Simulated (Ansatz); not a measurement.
`[F][SnH]([F])[SiH3]` + `C#CF` → `[F][SnH]([F])[F]` + `C#C[SiH3]` at 600 K and 1 bar (formal exchange of groups at the Sn–Si bond).

Calculated with Ansatz (gas phase, PBE0-D4/def2-TZVP geometries, no zero-point term in ΔE). CBS: MP2 limit from def2 TZ/QZ plus the TZ coupled-cluster correction, frozen cores. This one scheme is used for every species. Elements past krypton have def2 core potentials. For Sn outer-core shells are correlated without core-valence functions, which leaves a few kJ/mol of doubt a bond.

```json
{"species": "`[F][SnH]([F])[SiH3]`", "CCSD(T)/CBS energy (Eh)": "-705.15468", "H − E (kJ/mol)": "152.7", "S (J/(mol·K))": "453.8"}
{"species": "`C#CF`", "CCSD(T)/CBS energy (Eh)": "-176.38388", "H − E (kJ/mol)": "82.8", "S (J/(mol·K))": "269.3"}
{"species": "`[F][SnH]([F])[F]`", "CCSD(T)/CBS energy (Eh)": "-514.09299", "H − E (kJ/mol)": "76.8", "S (J/(mol·K))": "373.2"}
{"species": "`C#C[SiH3]`", "CCSD(T)/CBS energy (Eh)": "-367.52081", "H − E (kJ/mol)": "155.9", "S (J/(mol·K))": "329.9"}
```

H − E and S are ideal-gas, rigid-rotor, harmonic terms from PBE0-D4/def2-TZVP. 1 Eh = 2625.50 kJ/mol, R = 8.31446 J/(mol·K).

Question: By hand: ΔE, ΔH, ΔS and ΔG.

Answer: ΔE = (-514.09299) + (-367.52081) − (-705.15468) − (-176.38388) = -0.07524 Eh = -197.5 kJ/mol. Δ(H − E) = 76.8 + 155.9 − 152.7 − 82.8 = -2.8, so ΔH = -200.3 kJ/mol. ΔS = 373.2 + 329.9 − 453.8 − 269.3 = -20.0 J/(mol·K). ΔG = -200.3 − 600 × (-20.0)/1000 = -188.3 kJ/mol.

Question: By hand: the equilibrium constant, and the temperature at which ΔG would vanish if ΔH and ΔS stayed fixed.

Answer: log₁₀ K = −ΔG/(RT ln 10) = 16.4. ΔG = 0 at ΔH/ΔS = 10015 K, far beyond where these terms or the molecules hold.

ΔH outweighs TΔS. A doubt of 5 kJ/mol in ΔE shifts log₁₀ K by 0.4 here. Modes under 60 cm⁻¹, often nearly free rotors, make the harmonic entropy too high. These are equilibria of isolated gas molecules and say nothing of rates. Largest T1 diagnostic: 0.015 (customary marks: 0.02 for closed shells, 0.045 for open ones).
